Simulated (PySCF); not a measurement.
## Working out the excitation energy of P(2+)

P(2+) [Ne] 3s2 3p1 (2P) → P(2+) [Ne] 3s1 3p1 3d1 (high-spin determinant). All numbers are calculated (PySCF 2.14, scalar relativity by spin-free X2C-1e, in aug-cc-pVDZ-DK). Frozen: [Ne]. Energies in hartree (1 hartree = 27.21139 eV):

```csv
part,P(2+) (lower),P(2+) (upper)
UHF,-340.455290,-339.692985
CCSD correlation,-0.058130,-0.045488
(T),-0.000615,-0.007207
```

**Question.** What does Hartree-Fock give?

**Answer.** (-339.692985) − (-340.455290) = 0.762305 hartree = 20.743 eV.

**Question.** What do CCSD and CCSD(T) give?

**Answer.** The CCSD correlation energies differ by 0.012642 hartree = 0.344 eV and the triples by -0.006592 hartree = -0.179 eV, so CCSD gives 21.087 eV and CCSD(T) 20.908 eV.

One determinant mixes LS terms, so it does not stand for a single term.

A double-zeta basis recovers only part of the correlation energy.

The coupled-cluster amplitudes are large, so a single reference is strained.
